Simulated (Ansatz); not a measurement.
A nudged elastic band was laid between two geometries of a periodic cell of 13 atoms, Sc12C (host Sc, host structure hcp, interstitial C).

Computed with DFT PBEsol, scalar-relativistic, plane waves, PAW (Ansatz). Settings: cutoff 420 eV, k mesh 3x2x3, gaussian smearing 0.1 eV, no spin polarisation.

```
movable images  : 7
climbing image  : yes
spring          : 5.0 eV/Å²
optimiser       : lbfgs
start path      : straight line
force threshold : 0.05 eV/Å
iteration limit : 13
end points      : relaxed
```

Initial state:

```xyz
13
Lattice="6.6200 0.0000 0.0000 -4.9650 8.5996 0.0000 0.0000 0.0000 5.2761" Properties=species:S:1:pos:R:3
Sc 0.010 -0.037 0.009
Sc 0.006 1.975 2.681
Sc -1.611 2.889 -0.068
Sc -1.626 4.738 2.709
Sc -3.309 5.779 0.042
Sc -3.300 7.665 2.666
Sc 3.295 -0.022 -0.028
Sc 3.303 1.864 2.595
Sc 1.620 2.905 -0.072
Sc 1.606 4.754 2.704
Sc -0.011 5.668 -0.044
Sc -0.016 7.679 2.628
C -0.003 3.822 3.956
```

Final state:

```xyz
13
Lattice="6.6200 0.0000 0.0000 -4.9650 8.5996 0.0000 0.0000 0.0000 5.2761" Properties=species:S:1:pos:R:3
Sc 0.019 -0.032 -0.005
Sc 0.012 1.983 2.596
Sc -1.608 2.892 0.070
Sc -1.625 4.737 2.572
Sc -3.304 5.788 -0.037
Sc -3.289 7.671 2.614
Sc 3.296 -0.018 0.032
Sc 3.308 1.865 2.684
Sc 1.628 2.918 0.076
Sc 1.612 4.763 2.579
Sc -0.008 5.675 0.051
Sc -0.014 7.689 2.653
C 0.001 3.829 6.600
```

Task: Which bonds break or form, and what moves?

Result: The atom that moves furthest is C13, by 2.64 Å.

Task: What energy profile does the band end with?

Result: The run converged. The highest image is number 4 of 0 to 8, 1.69 eV above the ends, which have the same energy within 2 meV. The order of the stationary point at the top wasn't checked. Limits of this set-up: coarse k mesh.

| image | path coordinate (Å) | energy (eV) |
| --- | --- | --- |
| 0 | 0.00 | 0.00 |
| 1 | 0.35 | 0.21 |
| 2 | 0.71 | 0.82 |
| 3 | 1.06 | 1.44 |
| 4 | 1.41 | 1.69 |
| 5 | 1.76 | 1.44 |
| 6 | 2.11 | 0.82 |
| 7 | 2.47 | 0.21 |
| 8 | 2.82 | 0.00 |

Task: What is the geometry of the highest image?

Result: 
```xyz
13
Lattice="6.6200 0.0000 0.0000 -4.9650 8.5996 0.0000 0.0000 0.0000 5.2761" Properties=species:S:1:pos:R:3:forces:R:3
Sc 0.018 -0.018 0.002 0.01 0.00 0.00
Sc 0.006 1.909 2.640 0.00 -0.01 0.00
Sc -1.772 2.769 0.002 0.00 0.00 0.00
Sc -1.694 4.790 2.640 0.02 0.00 0.00
Sc -3.315 5.785 0.002 0.00 -0.01 0.00
Sc -3.323 7.612 2.640 0.01 -0.01 0.00
Sc 3.293 -0.025 0.002 0.00 0.00 0.00
Sc 3.304 1.875 2.640 -0.01 0.00 0.00
Sc 1.775 2.781 0.002 0.00 0.00 0.00
Sc 1.689 4.790 2.641 -0.01 -0.01 0.00
Sc -0.006 5.915 0.003 0.00 0.01 0.00
Sc 0.023 7.692 2.640 0.00 0.01 0.00
C -0.002 3.843 5.278 -0.01 0.04 0.00
```

Time of the run: 16 min on 2 threads of Arm Neoverse V2 (shared host), peak memory 1.8 GiB.
